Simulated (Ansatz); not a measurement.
A further run on GeBrH3 (GeH₃Br).

```yaml
crystal:
  periodic: [false, false, false]
  atoms:
    - {symbol: Ge, position_ang: [-0.001165, 0.001831, -0.192280]}
    - {symbol: Br, position_ang: [0.012937, -0.020375, 2.136793]}
    - {symbol: H, position_ang: [1.469721, 0.011043, -0.657064]}
    - {symbol: H, position_ang: [-0.744884, 1.279933, -0.631537]}
    - {symbol: H, position_ang: [-0.736610, -1.272442, -0.655911]}
basis:
  gaussian: {orbitals: aug-cc-pVDZ, fitting: {mean_field: def2-universal-jkfit}}
hamiltonian: {xc: {name: PBE0}, dispersion: d4}
scf: {omitted_lower_state_checks: [starts]}
```

```sh
$ ansatz run in.yaml --threads 4 --pin off --events-out ev --progress --plain --max-ram 3916MiB
```

Shortened log:

```
Functional definition: PBE0
586 factors; integrals over basis functions are off by at most 3.7e-1 eV
mean field evaluation 1: about -126597.2437 eV, gradient 8.9e0 eV
mean field evaluation 2: about -126597.4494 eV, gradient 4.0e0 eV
mean field evaluation 4: about -126597.4814 eV, gradient 2.9e-1 eV
mean field evaluation 8: about -126597.4814 eV, gradient 2.7e-3 eV
mean field -126597.48141816 eV, -4652.3716312626 hartree, gradient 3.0e-5 eV, S^2 0.000000; 0 other end points of the search recorded, 0 dependent functions left out
reference -126597.48145602 eV, -4652.3716326538 hartree; 35, 35 occupied and 64, 64 virtual orbitals, 586 factors
Total energy: -126597.54862004 eV, -4652.3741008859 hartree
Checks for a lower state left out: starts
```

Hardware: 4 threads of Intel Xeon Platinum 8259CL on a shared host. Wall time 0.75 s.
